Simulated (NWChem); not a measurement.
System: C$_{6}$H$_{9}$O, doublet; SMILES O=C1[CH]CCCC1

NWChem input:

```
start job
memory heap 200 mb stack 900 mb global 1100 mb
geometry units angstroms noautoz
  O      0.083432     2.408246     0.036144
  C      0.047458     1.166100     0.030350
  C      1.258261     0.396558    -0.056555
  C      1.309793    -1.096866    -0.094481
  C     -0.019092    -1.758933     0.309889
  C     -1.208904    -1.038602    -0.337846
  C     -1.283713     0.421288     0.135189
  H      2.180476     0.967570    -0.139016
  H      2.137938    -1.459138     0.532292
  H      1.578628    -1.406936    -1.120825
  H     -0.126906    -1.722874     1.402738
  H     -0.004180    -2.818440     0.029191
  H     -2.146033    -1.557136    -0.102965
  H     -1.100895    -1.068711    -1.431572
  H     -2.032929     0.995721    -0.420278
  H     -1.593076     0.454240     1.190582
end
basis spherical
  O library 6-31g*
  C library 6-31g*
  H library 6-31g*
end
dft
  odft
  mult 2
  xc xtpss03 ctpss03
  iterations 150
  mulliken
end
task dft energy
```

Output (shortened):

```
             Northwest Computational Chemistry Package (NWChem) 7.3.0
             --------------------------------------------------------

 C1  symmetry detected

                             Geometry "geometry" -> ""
                             -------------------------

 Output coordinates in angstroms (scale by  1.889725989 to convert to a.u.)

  No.       Tag          Charge          X              Y              Z
 ---- ---------------- ---------- -------------- -------------- --------------
    1 O                    8.0000     0.07382714     2.40505843     0.01922569
    2 C                    6.0000     0.04104120     1.16281158     0.02071634
    3 C                    6.0000     1.25371846     0.39588402    -0.06311244
    4 C                    6.0000     1.30904742    -1.09759872    -0.09239017
    5 C                    6.0000    -0.01766398    -1.76070199     0.31738302
    6 C                    6.0000    -1.21006965    -1.04721625    -0.33315276
    7 C                    6.0000    -1.28808827     0.41521175     0.13144895
    8 H                    1.0000     2.17436630     0.96876892    -0.14997707
    9 H                    1.0000     2.13884251    -1.45408272     0.53551810
   10 H                    1.0000     1.57749704    -1.41296020    -1.11722167
   11 H                    1.0000    -0.12431196    -1.71854494     1.41012821
   12 H                    1.0000    -0.00035037    -2.82178673     0.04285026
   13 H                    1.0000    -2.14559090    -1.56677330    -0.09415942
   14 H                    1.0000    -1.10324299    -1.08342804    -1.42680985
   15 H                    1.0000    -2.03941822     0.98447088    -0.42648369
   16 H                    1.0000    -1.59631958     0.45352637     1.18699200

 Effective nuclear repulsion energy (a.u.)     296.6401176082

                                 NWChem DFT Module
                                 -----------------

 Summary of "ao basis" -> "ao basis" (spherical)
 ------------------------------------------------------------------------------
       Tag                 Description            Shells   Functions and Types
 ---------------- ------------------------------  ------  ---------------------
 O                           6-31g*                  6       14   3s2p1d
 C                           6-31g*                  6       14   3s2p1d
 H                           6-31g*                  2        2   2s

            General Information
            -------------------
          SCF calculation type: DFT
          Wavefunction type:  spin polarized.
          No. of atoms     :    16
          No. of electrons :    53
           Alpha electrons :    27
            Beta electrons :    26
          Charge           :     0
          Spin multiplicity:     2
          Use of symmetry is: off; symmetry adaption is: off
          Maximum number of iterations: 150
          AO basis - number of functions:   116
                     number of shells:    60
          Convergence on energy requested:  1.00D-06
          Convergence on density requested:  1.00D-05
          Convergence on gradient requested:  5.00D-04

              XC Information
              --------------
                  TPSS metaGGA Exchange Functional  1.000
             TPSS03 metaGGA Correlation Functional  1.000

             Grid Information
             ----------------
          Grid used for XC integration:  medium
          Radial quadrature: Mura-Knowles
          Angular quadrature: Lebedev.
          Tag              B.-S. Rad. Rad. Pts. Rad. Cut. Ang. Pts.
          ---              ---------- --------- --------- ---------
          O                   0.60       49          12.0       434
          C                   0.70       49          10.0       434
          H                   0.35       45          12.0       434
          Grid pruning is: on
          Number of quadrature shells:   748
          Spatial weights used:  Erf1

      Superposition of Atomic Density Guess
      -------------------------------------

 Sum of atomic energies:        -305.19996997

      Non-variational initial energy
      ------------------------------

 Total energy =    -309.644893
 1-e energy   =    -999.955269
 2-e energy   =     393.670259
 HOMO         =      -0.187216
 LUMO         =       0.075422

     ---------------------------------------------
      Total Density - Mulliken Population Analysis
     ---------------------------------------------

    Atom       Charge   Shell Charges
 -----------   ------   -------------------------------------------------------
    1 O    8     8.97   2.00  0.96  3.13  0.97  1.90  0.02
    2 C    6     5.24   2.00  0.70  1.59  0.40  0.47  0.08
    3 C    6     6.04   2.00  0.74  1.75  0.58  0.95  0.03
    4 C    6     6.41   2.00  0.71  1.96  0.62  1.09  0.04
    5 C    6     6.43   2.00  0.71  1.96  0.64  1.08  0.04
    6 C    6     6.42   2.00  0.71  1.96  0.64  1.08  0.04
    7 C    6     6.50   2.00  0.71  1.99  0.63  1.13  0.04
    8 H    1     0.80   0.47  0.33
    9 H    1     0.76   0.46  0.30
   10 H    1     0.75   0.45  0.30
   11 H    1     0.79   0.47  0.31
   12 H    1     0.78   0.47  0.31
   13 H    1     0.78   0.47  0.31
   14 H    1     0.79   0.47  0.31
   15 H    1     0.77   0.47  0.31
   16 H    1     0.76   0.46  0.30

     --------------------------------------------
      Spin Density - Mulliken Population Analysis
     --------------------------------------------

    Atom       Charge   Shell Charges
 -----------   ------   -------------------------------------------------------
    1 O    8     0.11  -0.00  0.00  0.08  0.00  0.03  0.00
    2 C    6     0.18   0.00 -0.00  0.10  0.00  0.08  0.01
    3 C    6     0.56   0.00 -0.00  0.30  0.00  0.26  0.00
    4 C    6     0.02   0.00  0.00  0.02 -0.00  0.00  0.01
    5 C    6     0.00   0.00  0.00  0.00  0.00  0.00  0.00
    6 C    6     0.00   0.00  0.00  0.00  0.00  0.00  0.00
    7 C    6     0.01   0.00 -0.00  0.01 -0.00  0.00  0.00
    8 H    1     0.00   0.00  0.00
    9 H    1     0.02   0.01  0.01
   10 H    1     0.05   0.03  0.02
   11 H    1     0.00   0.00  0.00
   12 H    1     0.00   0.00  0.00
   13 H    1     0.00   0.00  0.00
   14 H    1     0.00   0.00  0.00
   15 H    1     0.01   0.00  0.00
   16 H    1     0.01   0.01  0.01

   convergence    iter        energy       DeltaE   RMS-Dens  Diis-err
 ---------------- ----- ----------------- --------- --------- ---------
 d= 0,ls=0.0,diis     1   -309.1268041240 -6.06D+02  1.63D-02  2.78D-01
                                                     1.25D-02  2.87D-01
 d= 0,ls=0.0,diis     2   -307.5948938901  1.53D+00  1.44D-02  3.62D+00
                                                     1.17D-02  2.71D+00
 d= 0,ls=0.0,diis     3   -309.2691659523 -1.67D+00  2.51D-03  3.51D-02
                                                     1.68D-03  2.57D-02
 d= 0,ls=0.0,diis     4   -309.2738247332 -4.66D-03  1.14D-03  2.28D-02
                                                     1.07D-03  2.37D-02
 d= 0,ls=0.0,diis     5   -309.2862189495 -1.24D-02  2.38D-04  5.50D-04
                                                     1.46D-04  2.91D-04
  Resetting Diis
 d= 0,ls=0.0,diis     6   -309.2865005434 -2.82D-04  7.91D-05  5.52D-05
                                                     8.62D-05  5.99D-05
 d= 0,ls=0.0,diis     7   -309.2865411709 -4.06D-05  8.42D-05  1.83D-05
                                                     7.95D-05  2.15D-05
 d= 0,ls=0.0,diis     8   -309.2865284705  1.27D-05  5.57D-05  5.39D-05
                                                     5.61D-05  5.39D-05
 d= 0,ls=0.0,diis     9   -309.2865513239 -2.29D-05  1.80D-05  1.02D-05
                                                     1.57D-05  7.16D-06
 d= 0,ls=0.0,diis    10   -309.2865550183 -3.69D-06  6.70D-06  1.11D-07
                                                     9.47D-06  3.71D-07
 d= 0,ls=0.0,diis    11   -309.2865553924 -3.74D-07  2.72D-06  8.37D-08
                                                     1.98D-06  4.80D-08

         Total DFT energy =     -309.286555392379
      One electron energy =    -1005.598220751746
           Coulomb energy =      444.291719440508
    Exchange-Corr. energy =      -44.620171689296
 Nuclear repulsion energy =      296.640117608155

 Numeric. integr. density =       53.000018247160

                    DFT Final Alpha Molecular Orbital Analysis
                    ------------------------------------------

 Vector   25  Occ=1.000000D+00  E=-2.937524D-01
              MO Center= -3.9D-01, -5.8D-01, -1.5D-02, r^2= 3.9D+00
   Bfn.  Coefficient  Atom+Function         Bfn.  Coefficient  Atom+Function
  ----- ------------  ---------------      ----- ------------  ---------------
    59      0.302666   5 C  px               73     -0.249108   6 C  px
    45     -0.199643   4 C  px               74      0.187515   6 C  py
    88     -0.182431   7 C  py              113     -0.166217  15 H  s
    63      0.157765   5 C  px              114     -0.156345  15 H  s
    87      0.147303   7 C  px               17     -0.138303   2 C  px

 Vector   26  Occ=1.000000D+00  E=-1.964750D-01
              MO Center=  9.2D-01,  7.1D-01, -6.2D-02, r^2= 2.7D+00
   Bfn.  Coefficient  Atom+Function         Bfn.  Coefficient  Atom+Function
  ----- ------------  ---------------      ----- ------------  ---------------
    33      0.492627   3 C  pz               37      0.407482   3 C  pz
     5     -0.346709   1 O  pz                9     -0.258619   1 O  pz
   104      0.177675  10 H  s               102     -0.128645   9 H  s
   103      0.126415  10 H  s                47     -0.115148   4 C  pz
    19      0.111671   2 C  pz              101     -0.090932   9 H  s

 Vector   27  Occ=1.000000D+00  E=-1.921542D-01
              MO Center=  4.9D-04,  1.8D+00,  1.9D-02, r^2= 2.1D+00
   Bfn.  Coefficient  Atom+Function         Bfn.  Coefficient  Atom+Function
  ----- ------------  ---------------      ----- ------------  ---------------
     3      0.581444   1 O  px                7      0.416025   1 O  px
    34     -0.281511   3 C  s                90      0.257810   7 C  s
    87      0.178952   7 C  px               31      0.147837   3 C  px
    91      0.141234   7 C  px               48      0.126948   4 C  s
    17     -0.125792   2 C  px               88      0.126120   7 C  py

 Vector   28  Occ=0.000000D+00  E=-1.066509D-03
              MO Center=  1.2D-01,  1.0D+00,  3.9D-02, r^2= 2.7D+00
   Bfn.  Coefficient  Atom+Function         Bfn.  Coefficient  Atom+Function
  ----- ------------  ---------------      ----- ------------  ---------------
    19      0.525734   2 C  pz               23      0.526300   2 C  pz
   116     -0.407505  16 H  s                37     -0.361778   3 C  pz
     9     -0.332234   1 O  pz                5     -0.320327   1 O  pz
    33     -0.303030   3 C  pz               62      0.303434   5 C  s
   114      0.242550  15 H  s               104     -0.224309  10 H  s

 Vector   29  Occ=0.000000D+00  E= 6.914141D-02
              MO Center=  2.0D-01, -1.2D+00, -2.6D-02, r^2= 6.7D+00
   Bfn.  Coefficient  Atom+Function         Bfn.  Coefficient  Atom+Function
  ----- ------------  ---------------      ----- ------------  ---------------
    48      1.074741   4 C  s                62      0.921889   5 C  s
    76      0.898176   6 C  s               102     -0.805808   9 H  s
   108     -0.787398  12 H  s               110     -0.653831  13 H  s
   104     -0.606953  10 H  s               106     -0.535150  11 H  s
   100     -0.522602   8 H  s               114     -0.500364  15 H  s

 Vector   30  Occ=0.000000D+00  E= 9.989162D-02
              MO Center= -9.8D-03, -1.2D+00,  2.0D-02, r^2= 5.9D+00
   Bfn.  Coefficient  Atom+Function         Bfn.  Coefficient  Atom+Function
  ----- ------------  ---------------      ----- ------------  ---------------
   104      1.080186  10 H  s               106     -0.858798  11 H  s
   116     -0.789349  16 H  s                90      0.759112   7 C  s
    48     -0.696015   4 C  s               112      0.625819  14 H  s
    51      0.618144   4 C  pz              110     -0.546135  13 H  s
   108      0.527351  12 H  s               102     -0.401606   9 H  s

                     DFT Final Beta Molecular Orbital Analysis
                     -----------------------------------------

 Vector   24  Occ=1.000000D+00  E=-2.934617D-01
              MO Center= -3.9D-01, -5.4D-01, -6.6D-03, r^2= 4.0D+00
   Bfn.  Coefficient  Atom+Function         Bfn.  Coefficient  Atom+Function
  ----- ------------  ---------------      ----- ------------  ---------------
    59      0.250086   5 C  px               73     -0.224547   6 C  px
    74      0.225407   6 C  py               88     -0.211423   7 C  py
    45     -0.180724   4 C  px               60     -0.139744   5 C  py
    87      0.129431   7 C  px               63      0.127451   5 C  px
    17     -0.126228   2 C  px               78      0.118972   6 C  py

 Vector   25  Occ=1.000000D+00  E=-2.867401D-01
              MO Center= -5.1D-01,  8.8D-01,  4.7D-02, r^2= 3.5D+00
   Bfn.  Coefficient  Atom+Function         Bfn.  Coefficient  Atom+Function
  ----- ------------  ---------------      ----- ------------  ---------------
     5      0.346459   1 O  pz               19      0.251230   2 C  pz
    89     -0.237242   7 C  pz                9      0.224518   1 O  pz
   115     -0.166686  16 H  s               116     -0.164849  16 H  s
    23      0.161195   2 C  pz               75      0.158069   6 C  pz
   113      0.142649  15 H  s                59     -0.130844   5 C  px

 Vector   26  Occ=1.000000D+00  E=-1.853701D-01
              MO Center= -3.5D-03,  1.8D+00,  2.0D-02, r^2= 2.0D+00
   Bfn.  Coefficient  Atom+Function         Bfn.  Coefficient  Atom+Function
  ----- ------------  ---------------      ----- ------------  ---------------
     3      0.582219   1 O  px                7      0.420960   1 O  px
    90      0.265695   7 C  s                34     -0.263296   3 C  s
    87      0.180003   7 C  px               31      0.143693   3 C  px
    91      0.142092   7 C  px               17     -0.131671   2 C  px
    88      0.125123   7 C  py               48      0.121475   4 C  s

 Vector   27  Occ=0.000000D+00  E=-1.296720D-01
              MO Center=  7.6D-01,  9.2D-01, -4.1D-02, r^2= 2.7D+00
   Bfn.  Coefficient  Atom+Function         Bfn.  Coefficient  Atom+Function
  ----- ------------  ---------------      ----- ------------  ---------------
    33      0.419560   3 C  pz               37      0.391871   3 C  pz
     5     -0.377843   1 O  pz                9     -0.311844   1 O  pz
    19      0.189293   2 C  pz              104      0.179887  10 H  s
   102     -0.136424   9 H  s                23      0.118485   2 C  pz
    76     -0.105285   6 C  s               103      0.103119  10 H  s

 Vector   28  Occ=0.000000D+00  E= 2.614557D-02
              MO Center=  2.6D-01,  7.7D-01,  3.4D-02, r^2= 3.4D+00
   Bfn.  Coefficient  Atom+Function         Bfn.  Coefficient  Atom+Function
  ----- ------------  ---------------      ----- ------------  ---------------
   116     -0.480297  16 H  s                19      0.469046   2 C  pz
    23      0.467696   2 C  pz               37     -0.431465   3 C  pz
    62      0.403528   5 C  s               104     -0.346758  10 H  s
    33     -0.325765   3 C  pz               76      0.324114   6 C  s
     9     -0.317665   1 O  pz                5     -0.293462   1 O  pz

[...]
```

Level: TPSS/6-31G* (spherical d), spin-unrestricted. Structure relaxed at the B3LYP/6-31G* (spherical d), spin-unrestricted level. Not confirmed as a minimum by frequencies. No stability test was run on the SCF state.
